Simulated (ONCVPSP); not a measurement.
## Before and after: ONCV potential for caesium (Cs)

caesium (Cs), optimised norm-conserving Vanderbilt (ONCV), made with ONCVPSP 4.0.1 (PBE, fully relativistic). Core [Kr] 4d10 5s2, reference 5p6 5d1. Waves: s scattering state at 0.3 Ha: rc 4.00 bohr, ncon 4, nbas 9, qcut 1.3 1/bohr, 3 projectors, debl 3.5 Ha; 5p: rc 2.85 bohr, ncon 4, nbas 9, qcut 3.8 1/bohr, 2 projectors, debl 2.4 Ha; 5d: rc 4.00 bohr, ncon 4, nbas 7, qcut 2.8 1/bohr, 2 projectors, debl 0.9 Ha. Local part: polynomial inside 2.70 bohr (lpopt 2, dvloc0 6 Ha). Core correction: none.

Open shells are filled in proportion to 2j + 1.

In the s channel the program set the typed energies aside and used 0.050, 3.550, 7.050 Ha.

Change: d: qcut 1.7.

Cutoffs: the cutoffs (Ha) at which the residual kinetic energy of the hardest occupied pseudo-wave falls to 1 and 0.1 mHa per electron; they do not see the model core or the augmentation charge, which bear on the density cutoff. Errors are all-electron minus pseudo energies relative to the spin-unpolarised reference configuration.

Task: Predict the effect on cutoff, ghosts and configuration errors.

Result: The potential gets harder (4.1 Ha and 5.0 Ha → 7.0 Ha and 10 Ha); of the 4 tests that both files solve, the error grows in 1 and shrinks in 1 by more than 15 % and 0.3 meV (median size 18.3 → 16.2 meV); neither file shows a bound ghost.

```tsv
quantity	base	changed
cutoff, loose	4.1 Ha	7.0 Ha
cutoff, tight	5.0 Ha	10 Ha
loose cutoff by channel	p 4.1 Ha, d 2.9 Ha	p 4.1 Ha, d 7.0 Ha
bound ghosts	none	none
GHOST(+) flags under 300 eV	s at 96.6 eV, s at 253.4 eV	s at 96.6 eV, s at 253.4 eV
error for 5p6 5d0 6s1, meV [ΔE -1.67 eV]	-39	-36
error for 5p6 5d0, meV [ΔE 2.19 eV]	+6.0	+11
error for 5p6 5d0 6s0.5, meV [ΔE -0.20 eV]	-17	-14
error for 5p6 5d0.5 6s0.5, meV [ΔE -0.83 eV]	-19	-19
s: phases at 4.07 bohr within 0.05 rad from the reference energy up to (Ha; the scan ends near 5)	0.5	0.5
p3/2: phases at 2.89 bohr within 0.05 rad from the reference energy up to (Ha; the scan ends near 5)	4.3	4.3
p1/2: phases at 2.89 bohr within 0.05 rad from the reference energy up to (Ha; the scan ends near 5)	4.1	4.1
d5/2: phases at 4.07 bohr within 0.05 rad from the reference energy up to (Ha; the scan ends near 5)	2.2	2.2
d3/2: phases at 4.07 bohr within 0.05 rad from the reference energy up to (Ha; the scan ends near 5)	2.2	2.2
```

Base: The cutoffs count occupied waves only; projector 3 of the s channel, the hardest unoccupied one, needs 29 Ha at the loose tolerance. These tests converged, but a pseudo level misses the all-electron one widely, so the file describes the atom poorly there or has found another state: 5p6 5d0 6s1: empty 5d by 4.0 eV; 5p6 5d0 6s0.5: empty 5d by 2.2 eV. Changed file: The cutoffs count occupied waves only; projector 3 of the s channel, the hardest unoccupied one, needs 29 Ha at the loose tolerance. These tests converged, but a pseudo level misses the all-electron one widely, so the file describes the atom poorly there or has found another state: 5p6 5d0 6s1: empty 5d by 4.0 eV; 5p6 5d0 6s0.5: empty 5d by 2.2 eV.
